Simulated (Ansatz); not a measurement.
Isomers of C₂H₆GeO, relaxed with PBE0-D4/def2-TZVP in Ansatz; electronic energies, one conformer each and not always the lowest. Functionals use def2-TZVPP; CBS adds triple-zeta CCSD(T) − MP2 to the MP2 limit of def2-TZVPP and def2-QZVPP.

Outer-core shells of Ge are correlated without core-valence functions. Scalar relativity is left out up to krypton. Spin–orbit coupling is left out.

Task: Order them by energy at frozen-core CCSD(T)/CBS, lowest first. (Estimate.)
A. `[GeH3][CH]1CO1`
B. `[CH2]1O[CH2][GeH2]1`
C. `O=C[CH2][GeH3]`
D. `[CH3][GeH2][CH]=O`

Result: C (0.0 kcal/mol), D (3.5 kcal/mol), B (25.2 kcal/mol), A (28.7 kcal/mol).

Task: How do B3LYP, B3LYP-D4, ωB97M-V, PBE0-D4 place them (kcal/mol, against `O=C[CH2][GeH3]`)? (Estimate.)

Result: Computed: 
```tsv
isomer	B3LYP	B3LYP-D4	ωB97M-V	PBE0-D4
`[CH3][GeH2][CH]=O`	3.1	3.3	3.5	4.2
`[CH2]1O[CH2][GeH2]1`	27.8	27.6	25.3	24.2
`[GeH3][CH]1CO1`	30.4	30.5	28.2	26.9
```

B3LYP here is the variant with VWN-RPA as its local correlation; programs differ in this.
